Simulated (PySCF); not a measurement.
Bonds (- single, = double, # triple, : aromatic): N1#C2 1.143 Å, C2-C3 1.441 Å, C3-C4 1.499 Å, C4=C5 1.327 Å, C5-C6 1.498 Å, C6-C7 1.530 Å, C7-S8 1.830 Å, S8-C4 1.769 Å. C3 carries H9, H10; C5 carries H11; C6 carries H12, H13; C7 carries H14, H15.

Geometry: GFN2-xTB; GIAO shifts from PySCF 2.14.0 with density-fitted response routines, gas phase, non-relativistic, averaged over equivalent atoms.

At PBE0/pcSseg-1 (178 basis functions, 23 s wall time on 1 thread of an Intel Xeon Platinum 8488C, shared host):
```
  atoms  δ (ppm)
     N1    303.8
     C4    142.5
     C5    126.3
     C2    121.2
     C6     39.6
     C7     38.0
     C3     19.6
    H11     5.86
H14/H15     3.49
H12/H13     3.12
 H9/H10     2.98
```

References, each an isolated molecule treated in the same way: ¹⁵N (σ = 267.73 ppm) vs NH3; TMS for ¹³C (σ = 186.93 ppm), ¹H (σ = 31.72 ppm).

Predict the values at BP86/pcSseg-1 on the same geometry.

Answers


```csv
atoms,δ at BP86/pcSseg-1,change
N1,298.0,-5.8
C4,141.6,-0.9
C5,122.9,-3.4
C2,117.1,-4.1
C6,42.1,+2.5
C7,40.7,+2.7
C3,20.6,+1.0
H11,5.77,-0.09
H14/H15,3.57,+0.08
H12/H13,3.23,+0.11
H9/H10,3.09,+0.11
```

δ = σ(ref) − σ, references computed at the same level: ¹⁵N (σref 265.36) vs NH3; ¹³C (σref 182.31) and ¹H (σref 31.71) vs TMS.

The largest change is at N1 (nitrile nitrogen). Cost: 178 basis functions, 34 s wall time on 1 thread of an Intel Xeon Platinum 8488C, shared host. The order of the carbon signals is the same at both levels.

Experimental scales use liquid or dissolved standards, which lie at an offset from isolated NH3 (liquid NH3: subtract about 20 ppm). Unscaled 15N shifts of sp2 nitrogen come out 20 to 40 ppm too high even then.
